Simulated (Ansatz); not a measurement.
**Strength of the Ge–H bond: GeH2(CH3)(SH) → GeH(CH3)(SH) + H**

Species: GeH2(CH3)(SH), singlet; GeH(CH3)(SH), doublet; H atom, doublet. 

Shapes, held fixed at every level: PBE0-D4/def2-TZVP. Flexible molecules stand in one conformer, not always the lowest. Programs: Ansatz 0.2.0. The zero-point and thermal change to 298 K, harmonic and unscaled (PBE0-D4/def2-TZVP), is -17.5 kJ/mol.

| level | kind | ΔH(298 K) (kJ/mol) | less CCSD(T)/def2-TZVPP |
| --- | --- | --- | --- |
| HF/def2-SVP | Hartree–Fock | +272.1 | -76.2 |
| HF/def2-TZVPP | Hartree–Fock | +269.0 | -79.3 |
| SPW92/def2-TZVPP | LDA | +362.3 | +14.0 |
| B3LYP-D4/def2-TZVPP | global hybrid | +337.0 | -11.3 |
| wB97M-V/def2-TZVPP | range-separated hybrid | +343.5 | -4.8 |
| wB97X-V/def2-TZVPP | range-separated hybrid | +350.1 | +1.8 |
| MP2/def2-SVP | perturbation theory | +328.2 | -20.1 |
| CCSD(T)/def2-TZVPP | coupled cluster or CI | +348.3 | 0.0 |

The highest level, CCSD(T)/def2-TZVPP, gives ΔH(298 K) = +348.3 kJ/mol; the levels span +269.0 to +362.3. The column of differences is taken from that level and isn't an error. Hartree–Fock misses the correlation of the pair that is broken and comes out low. No measured value is set beside it here. Open shells run unrestricted unless RO is named. Relativity is left out for Ge unless named. Correlated rows may include outer-core shells of Ge, which these sets cover unevenly.
